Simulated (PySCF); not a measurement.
PySCF input for CH6Al2O4, SMILES [OH][Al]([CH2][Al]([OH])[OH])[OH], C-PCM-PBE0/def2-SVP. Geometry optimised at PBE0-D3(BJ)/def2-SVP. The structure was generated by enumeration; whether it is a known compound was not checked. One conformer was computed; it need not be the lowest.

```python
import numpy as np
from pyscf import gto, scf, dft
from pyscf.solvent import pcm

mol = gto.M(
    atom='''
    Al   -1.55408434   -0.28715686    0.05947225
    O    -1.59096177    1.32418932   -0.49465323
    O    -2.89139360   -1.30871393   -0.20009757
    C     0.07288808   -0.94731370    0.88964186
    Al    1.55317293    0.03826262    0.15756813
    O     3.06830388   -0.49610660   -0.40801288
    O     1.23452352    1.71522631   -0.04332383
    H    -0.75627150    1.81052767   -0.40576642
    H    -3.68506001   -1.01948981   -0.65394066
    H     0.16342068   -2.04388576    0.85638979
    H     0.00173128   -0.65023910    1.95514415
    H     3.40284726   -1.39264955   -0.36661758
    H     1.88407556    2.33848279   -0.37588554
    ''',
    basis='def2-SVP',
    charge=0,
    spin=0,
    max_memory=1600,
    verbose=3,
)
mf = dft.RKS(mol, xc='pbe0').density_fit(auxbasis='def2-universal-jkfit')
mf.grids.level = 3
mf.conv_tol = 1e-9
mf.max_cycle = 100
mf.kernel()
res = {}
for name, eps in {'water': 78.355, 'toluene': 2.3741, 'ethylethanoate': 5.9867}.items():
    s = mf.PCM()
    s.with_solvent.method, s.with_solvent.eps, s.with_solvent.lebedev_order = 'C-PCM', eps, 17
    s.kernel(mf.make_rdm1())
    res[name] = (s.e_tot, eps, s.dip_moment(), s.mo_energy, s.converged)
    print(f'{name}: electrostatic solvation free energy {(s.e_tot - mf.e_tot) * 627.509474:.3f} kcal/mol')
```

Log of the run:

```
converged SCF energy = -826.706951152419

WARN: PCM is an experimental feature. It is still in testing.
Features and APIs may be changed in the future.

converged SCF energy = -826.730057274168
Dipole moment(X, Y, Z, Debye):  2.43494, -0.96330,  0.59403
water: electrostatic solvation free energy -14.499 kcal/mol

WARN: PCM is an experimental feature. It is still in testing.
Features and APIs may be changed in the future.

converged SCF energy = -826.720062145438
Dipole moment(X, Y, Z, Debye):  2.24864, -0.86447,  0.55024
toluene: electrostatic solvation free energy -8.227 kcal/mol

WARN: PCM is an experimental feature. It is still in testing.
Features and APIs may be changed in the future.

converged SCF energy = -826.726203457881
Dipole moment(X, Y, Z, Debye):  2.36046, -0.92388,  0.57673
ethylethanoate: electrostatic solvation free energy -12.081 kcal/mol
```

Self-consistency was reached.
